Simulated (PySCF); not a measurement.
iodoethene (C₂H₃I), SMILES C=CI. Atoms are numbered in the order given.

```xyz
6

C      0.3313     2.4451     0.0000
C     -0.5315     1.4459     0.0000
I      0.0271    -0.5790     0.0000
H      1.4025     2.2961     0.0000
H     -0.0315     3.4669     0.0000
H     -1.6037     1.5779     0.0000
```
Charge 0, spin multiplicity 1.

Geometry: B3LYP-D3(BJ)/def2-TZVP. The def2 effective core potentials stand for the cores of I; spin–orbit coupling is left out.

Level of theory: PBE/def2-TZVPD (PySCF).

Gas-phase values at a fixed geometry.

Computed frontier levels, gap, dipole moment and polarisability:
```json
{
 "highest_occupied_level": "-6.06 eV",
 "lowest_empty_level": "-1.73 eV",
 "orbital_gap": "4.33 eV",
 "dipole_moment": "1.25 D",
 "quadrupole, principal values (traceless, Buckingham form, about the centre of nuclear charge)": "-5.49, -0.16, 5.65 D·Å",
 "mean_static_polarisability": "63.8 bohr³ (9.46 Å³)",
 "polarisability_principal_values": "48.8, 55.7, 86.9 bohr³"
}
```
